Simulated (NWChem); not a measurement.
All runs are NWChem calculations. System: BF4, charge 0, spin multiplicity 2, at the geometry of a parent with another charge or spin, in a state set for the comparison that need not be this species' ground state. Its SCF solution wasn't tested for a lower state. Level: UHF/def2-TZVPD.

The NWChem input:

```
start mol
memory heap 200 mb stack 900 mb global 1100 mb
geometry units angstroms nocenter noautoz
  F      1.145828     0.000000     0.810215
  B      0.000000     0.000000     0.000001
  F     -1.145828     0.000000     0.810215
  F      0.000000     1.145825    -0.810215
  F      0.000000    -1.145825    -0.810215
  symmetry group C2v
end
basis spherical
  * library def2-tzvpd
end
scf
  uhf
  nopen 1
  maxiter 100
  thresh 1e-7
  semidirect memsize 60000000 filesize 0
  # guess.movecs holds the orbitals of an unrestricted PBE0 run
  vectors input guess.movecs output mol.movecs
end
task scf energy
```

NWChem printed:

```
             Northwest Computational Chemistry Package (NWChem) 7.3.0
             --------------------------------------------------------

                                NWChem Input Module
                                -------------------

 Scaling coordinates for geometry "geometry" by  1.889725989
 (inverse scale =  0.529177249)

 Turning off AUTOSYM since
 SYMMETRY directive was detected!

                             Geometry "geometry" -> ""
                             -------------------------

 Output coordinates in angstroms (scale by  1.889725989 to convert to a.u.)

  No.       Tag          Charge          X              Y              Z
 ---- ---------------- ---------- -------------- -------------- --------------
    1 F                    9.0000     1.14582800     0.00000000     0.81021500
    2 B                    5.0000     0.00000000     0.00000000     0.00000100
    3 F                    9.0000    -1.14582800     0.00000000     0.81021500
    4 F                    9.0000     0.00000000     1.14582500    -0.81021500
    5 F                    9.0000     0.00000000    -1.14582500    -0.81021500

 Effective nuclear repulsion energy (a.u.)     180.1001233152

            Nuclear Dipole moment (a.u.)
            ----------------------------
        X                 Y               Z
 ---------------- ---------------- ----------------
     0.0000000000     0.0000000000     0.0000094486

      Symmetry information
      --------------------

 Group name             C2v
 Group number             16
 Group order               4
 No. of unique centers     3

      Symmetry unique atoms

     1    2    4


 Summary of "ao basis" -> "" (spherical)
 ------------------------------------------------------------------------------
       Tag                 Description            Shells   Functions and Types
 ---------------- ------------------------------  ------  ---------------------
 *                         def2-tzvpd                 on all atoms

 Summary of "ao basis" -> "ao basis" (spherical)
 ------------------------------------------------------------------------------
[...]
    Atom       Charge   Shell Charges
 -----------   ------   -------------------------------------------------------
    1 F    9     9.20   0.77  1.20  0.61  1.01  0.35 -0.02  2.22  2.22  0.81  0.03  0.00  0.01 -0.01  0.00
    2 B    5     4.20   0.91  1.07  0.43  0.12  0.05 -0.01  0.83  0.30 -0.06  0.19  0.27 -0.00  0.09
    3 F    9     9.20   0.77  1.20  0.61  1.01  0.35 -0.02  2.22  2.22  0.81  0.03  0.00  0.01 -0.01  0.00
    4 F    9     9.20   0.77  1.20  0.61  1.01  0.35 -0.02  2.22  2.22  0.81  0.03  0.00  0.01 -0.01  0.00
    5 F    9     9.20   0.77  1.20  0.61  1.01  0.35 -0.02  2.22  2.22  0.81  0.03  0.00  0.01 -0.01  0.00

  Mulliken analysis of the alpha density
  --------------------------------------

    Atom       Charge   Shell Charges
 -----------   ------   -------------------------------------------------------
    1 F    9     4.75   0.39  0.60  0.31  0.51  0.17 -0.01  1.20  1.18  0.40  0.01  0.00  0.00 -0.00  0.00
    2 B    5     2.01   0.46  0.54  0.21  0.06  0.02 -0.00  0.40  0.13 -0.04  0.09  0.11 -0.01  0.05
    3 F    9     4.75   0.39  0.60  0.31  0.51  0.17 -0.01  1.20  1.18  0.40  0.01  0.00  0.00 -0.00  0.00
    4 F    9     4.75   0.39  0.60  0.31  0.51  0.17 -0.01  1.20  1.18  0.40  0.01  0.00  0.00 -0.00  0.00
    5 F    9     4.75   0.39  0.60  0.31  0.51  0.17 -0.01  1.20  1.18  0.40  0.01  0.00  0.00 -0.00  0.00

   Mulliken analysis of the beta density
   -------------------------------------

    Atom       Charge   Shell Charges
 -----------   ------   -------------------------------------------------------
    1 F    9     4.45   0.39  0.60  0.30  0.50  0.18 -0.01  1.02  1.05  0.41  0.02  0.00  0.00 -0.00  0.00
    2 B    5     2.19   0.46  0.54  0.22  0.06  0.02 -0.00  0.43  0.17 -0.02  0.10  0.17  0.01  0.04
    3 F    9     4.45   0.39  0.60  0.30  0.50  0.18 -0.01  1.02  1.05  0.41  0.02  0.00  0.00 -0.00  0.00
    4 F    9     4.45   0.39  0.60  0.30  0.50  0.18 -0.01  1.02  1.05  0.41  0.02  0.00  0.00 -0.00  0.00
    5 F    9     4.45   0.39  0.60  0.30  0.50  0.18 -0.01  1.02  1.05  0.41  0.02  0.00  0.00 -0.00  0.00

   Mulliken analysis of the spin density
   -------------------------------------

    Atom       Charge   Shell Charges
 -----------   ------   -------------------------------------------------------
    1 F    9     0.29   0.00 -0.00  0.01  0.01 -0.01 -0.00  0.18  0.13 -0.01 -0.00 -0.00 -0.00 -0.00 -0.00
    2 B    5    -0.17  -0.00  0.00 -0.01  0.00  0.00 -0.00 -0.03 -0.04 -0.01 -0.01 -0.06 -0.02  0.00
    3 F    9     0.29   0.00 -0.00  0.01  0.01 -0.01 -0.00  0.18  0.13 -0.01 -0.00 -0.00 -0.00 -0.00 -0.00
    4 F    9     0.29   0.00 -0.00  0.01  0.01 -0.01 -0.00  0.18  0.13 -0.01 -0.00 -0.00 -0.00 -0.00 -0.00
    5 F    9     0.29   0.00 -0.00  0.01  0.01 -0.01 -0.00  0.18  0.13 -0.01 -0.00 -0.00 -0.00 -0.00 -0.00

       Multipole analysis of the density wrt the origin
       ------------------------------------------------

     L   x y z        total         alpha         beta         nuclear
     -   - - -        -----         -----         ----         -------
     0   0 0 0     -0.000000    -21.000000    -20.000000     41.000000

     1   1 0 0      0.000000     -0.000000      0.000000      0.000000
     1   0 1 0      0.000000     -0.000000      0.000000      0.000000
     1   0 0 1      0.000003     -0.000005     -0.000002      0.000009

     2   2 0 0    -18.956392    -52.932406    -50.417494     84.393508
     2   1 1 0     -0.000000     -0.000000     -0.000000      0.000000
     2   1 0 1     -0.000000     -0.000000     -0.000000      0.000000
     2   0 2 0    -18.956389    -52.932172    -50.417283     84.393066
     2   0 1 1     -0.000000     -0.000000     -0.000000      0.000000
     2   0 0 2    -19.022562    -52.941022    -50.473433     84.391893

 Task  times  cpu:       32.5s     wall:       32.5s

 Total times  cpu:       32.6s     wall:       32.6s
```
